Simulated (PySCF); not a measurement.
NaF, SMILES [F][Na].

Coordinates come from a B3LYP-D3(BJ)/def2-TZVPD optimisation.

The numbers are results of PySCF with TDDFT-PBE0/def2-TZVPD, not measurements.

Vertical excitations; the highest root listed may be one member of a degenerate set. Isolated molecule, no solvent. State labels are in the subgroup C2v.

```tsv
state	symmetry	energy (eV)	λ (nm)	f	main pairs
S1	B2	4.23	293	0.010	HOMO→LUMO (degenerate set)
S2	B1	4.23	293	0.010	HOMO−1→LUMO (degenerate set)
S3	A1	4.59	270	0.045	HOMO−2→LUMO 98 %
S4	A2	6.09	203	0.000	HOMO−1→LUMO+2, HOMO→LUMO+1 (degenerate set)
S5	A1	6.09	203	0.000	HOMO→LUMO+2, HOMO−1→LUMO+1 (degenerate set)
S6	A2	6.11	203	0.000	HOMO→LUMO+1 47 %, HOMO−1→LUMO+2 47 %
S7	A1	6.27	198	0.011	HOMO−1→LUMO+1 48 %, HOMO→LUMO+2 48 %
S8	B2	6.32	196	0.009	HOMO−2→LUMO+2 (degenerate set)
S9	B1	6.32	196	0.009	HOMO−2→LUMO+1 (degenerate set)
S10	B1	6.49	191	0.029	HOMO−1→LUMO+3 88 %
T1	B1	4.15	299	0	HOMO−1→LUMO (degenerate set)
T2	B2	4.15	299	0	HOMO→LUMO (degenerate set)
T3	A1	4.27	291	0	HOMO−2→LUMO 97 %
T4	A1	5.97	208	0	HOMO−1→LUMO+1 45 %, HOMO→LUMO+2 45 %
```
Triplets are in the Tamm–Dancoff approximation, which puts them higher than full response would, so one can lie above its singlet here.
